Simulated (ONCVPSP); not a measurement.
**Transferability test, ONCV potential for bismuth (Bi)**

```json
{
 "Element": "Bi",
 "Generator": "ONCVPSP 4.0.1",
 "Type": "optimised norm-conserving Vanderbilt (ONCV)",
 "Functional": "BLYP",
 "Relativity": "scalar-relativistic",
 "Frozen core": "[Kr] 4d10 4f14",
 "Valence charge": "23",
 "Reference configuration": "5s2 5p6 5d10 6s2 6p3",
 "Partial waves": "5s+6s: rc 1.40 bohr, ncon 4, nbas 7, qcut 9.6 1/bohr, 2 projectors; 5p+6p: rc 1.70 bohr, ncon 4, nbas 8, qcut 7.4 1/bohr, 2 projectors; 5d: rc 1.50 bohr, ncon 5, nbas 10, qcut 10 1/bohr, 2 projectors, debl 1.1 Ha",
 "Local potential": "polynomial inside 1.35 bohr (lpopt 5, dvloc0 3 Ha)",
 "Core correction": "Teter function, fcfact 3.25, rcfact 1.5"
}
```

Energies are relative to the spin-unpolarised reference configuration 5s2 5p6 5d10 6s2 6p3; without spin polarisation the order of configurations can differ from experiment.

```tsv
valence configuration	charge	ΔE all-electron (eV)	error AE − PS (meV)
5s2 5p6 5d10 6s2 6p1	+2	23.044	-11
5s2 5p6 5d10 6s1 6p0	+4	91.940	-52
```

(1) What are ΔE and the potential's error for 5s2 5p6 5d10 6s2 6p0?

(2) What are ΔE and the potential's error for 5s2 5p6 5d10 6s2 6p2?

Levels in the configuration 5s2 5p6 5d10 6s2 6p1:

| level | all-electron (eV) | pseudo (eV) |
| --- | --- | --- |
| 5s | -175.207 | -175.237 |
| 5p | -113.188 | -113.205 |
| 5d | -44.289 | -44.288 |
| 6s | -30.660 | -30.661 |
| 6p | -19.214 | -19.215 |

Answers

(1) ΔE = 46.461 eV all-electron; the error (AE − PS) is -25 meV.

(2) ΔE = 7.822 eV all-electron; the error (AE − PS) is -3.7 meV.
